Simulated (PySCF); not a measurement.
**C₆H₉BO**

Geometry:
```csv
atom,x (Å),y (Å),z (Å)
B1,0.872,-0.879,-1.038
C2,1.759,-0.023,-0.060
C3,1.130,0.751,0.821
C4,-0.371,0.751,0.775
C5,-0.791,1.044,-0.673
O6,-0.507,-0.146,-1.384
C7,-0.521,-1.263,-0.444
C8,-0.890,-0.689,0.907
H9,1.295,-1.433,-1.983
H10,2.840,-0.050,-0.073
H11,1.623,1.390,1.541
H12,-0.819,1.440,1.490
H13,-1.867,1.240,-0.746
H14,-0.235,1.869,-1.126
H15,-1.153,-2.066,-0.811
H16,-0.402,-1.231,1.716
H17,-1.970,-0.692,1.077
```

Method: TDDFT B3LYP/def2-SVPD circular dichroism and optical rotation, one conformer, gas phase in PySCF 2.14.0. Geometry: GFN2-xTB.

The bonding changed while the geometry was optimised; results refer to the coordinates, not to the name. States above about 6.7 eV (minus the energy of the highest occupied orbital) lie near or above the ionisation threshold and depend on the basis.

(1) Draw the ECD and absorption spectra from the lowest 8 states, each a Gaussian of half-width 0.3 eV at 1/e height.

Results:

(1) 
```csv
E (eV),λ (nm),Δε (L mol⁻¹ cm⁻¹),ε (L mol⁻¹ cm⁻¹)
5.52,225,+0.05,246
5.62,221,+0.12,678
5.72,217,+0.22,1500
5.82,213,+0.30,2670
5.92,209,+0.34,3840
6.02,206,+0.46,4460
6.12,203,+1.06,4220
6.22,199,+2.60,3290
6.32,196,+5.24,2270
6.42,193,+8.65,1750
6.52,190,+12.26,2080
6.62,187,+15.39,3210
6.72,184,+16.74,4730
6.82,182,+14.39,5950
6.92,179,+7.51,6290
7.02,177,-1.87,5650
```
Δε uses R in velocity form, ε uses f in length form. Only the states computed contribute, so the short-wavelength end is incomplete.
